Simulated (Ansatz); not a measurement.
A nudged elastic band was laid between two geometries of C2H7NSi (11 atoms, charge 0, multiplicity 1).

These are results of RKS CAM-B3LYP/6-31G (Ansatz 0.2.0), not measurements.

- movable images: 5
- climbing image: yes
- spring: 5.0 eV/Å²
- optimiser: quadratic models (default)
- start path: IDPP
- force threshold: 0.03 eV/Å
- iteration limit: 60
- end points: relaxed

Image 0:

```xyz
11
Properties=species:S:1:pos:R:3
C -0.348 2.152 -0.192
C -0.433 0.860 0.145
N 0.370 -0.173 -0.339
Si 0.330 -1.866 0.208
H 0.398 2.519 -0.890
H -1.032 2.878 0.224
H -1.193 0.533 0.851
H 1.051 0.100 -1.035
H 0.811 -2.717 -0.925
H 1.195 -2.142 1.406
H -1.084 -2.201 0.568
```

Image 6:

```xyz
11
Properties=species:S:1:pos:R:3
C -0.353 2.150 -0.195
C -0.443 0.857 0.135
N 0.373 -0.172 -0.336
Si 0.337 -1.864 0.214
H -1.048 2.874 0.207
H 0.409 2.521 -0.875
H -1.217 0.526 0.822
H 1.063 0.105 -1.020
H 0.817 -2.719 -0.917
H 1.204 -2.138 1.410
H -1.076 -2.198 0.576
```

Question: What changes between the two ends?

Answer: No bond is made or broken. The dihedral H6–C1–C2–N3 goes from 179 to -1°. The two ends are copies of one structure, up to a mirror image or an exchange of like atoms.

Question: Give the energies along the band, and the barrier.

Answer: The run converged. The highest image is number 3 of 0 to 6, 2.99 eV above the ends, which have the same energy within 2 meV. Neighbouring images differ by up to 2.0 eV, so the band resolves the path poorly. A vibrational analysis at the climbing image gives 2 clearly imaginary modes (2346i, 45i cm⁻¹): a point of higher order, so a lower path passes nearby. Limits of this set-up: no polarisation functions.

| image | path coordinate (Å) | energy (eV) | dihedral H6–C1–C2–N3 (°) |
| --- | --- | --- | --- |
| 0 | 0.00 | 0.00 | 179 |
| 1 | 0.84 | 0.02 | -175 |
| 2 | 1.68 | 1.02 | -142 |
| 3 | 2.51 | 2.99 | -119 |
| 4 | 3.23 | 1.33 | -63 |
| 5 | 3.95 | 0.14 | -16 |
| 6 | 4.67 | 0.00 | -1 |

Question: What is the geometry of the highest image?

Answer: 
```xyz
11
Properties=species:S:1:pos:R:3
C -0.143 2.138 -0.492
C -0.421 0.839 0.008
N 0.447 -0.144 -0.182
Si 0.323 -1.903 0.348
H -0.889 2.460 -1.231
H -0.093 2.886 0.309
H -1.313 0.474 0.573
H 1.252 0.223 -0.705
H 1.125 -2.671 -0.645
H 0.892 -2.061 1.719
H -1.114 -2.298 0.319
```

The band took 25 iterations and of the order of 5 core-minutes.

Run time: 5 min on 1 thread of Arm Neoverse V2, on a shared host, peak memory 0.14 GiB.
